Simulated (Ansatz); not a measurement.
Reaction (formal exchange of groups at the Si–B bond): `OB(F)[SiH2]Br` + `CNCO` → `OCN[SiH2]Br` + `CB(O)F`

Calculated with Ansatz (gas phase, PBE0-D4/def2-TZVP geometries, no zero-point term in ΔE). CCSD(T)/CBS adds triple-zeta CCSD(T) − MP2 to the extrapolated MP2 energy (def2 sets, frozen cores). DFT in def2-TZVPP. B3LYP here is the variant with VWN-RPA as its local correlation; programs differ in this. For Br outer-core shells are correlated without core-valence functions, which leaves a few kJ/mol of doubt a bond. Scalar relativity is left out up to krypton. One conformer a species, not always the lowest.

```tsv
level	ΔE (kJ/mol)	difference from CCSD(T)/CBS
r2SCAN-D4	-159.5	1.4
PBE0-D4	-151.3	9.6
B3LYP-D4	-158.8	2.1
ωB97X-V	-155.4	5.5
PBE	-143.3	17.6
B3LYP	-157.9	3.0
MP2/def2-TZVPP	-168.9	-8.0
HF/def2-QZVPP	-170.4	-9.5
HF/CBS(def2)	-170.5	-9.6
MP2/CBS(def2)	-171.0	-10.1
CCSD(T)/CBS	-160.9	0
```

Largest T1 diagnostic among the species: 0.012.

From PBE to PBE0 (25 % exact exchange), in def2-TZVPP and without D4, ΔE moves by −7.3 kJ/mol.
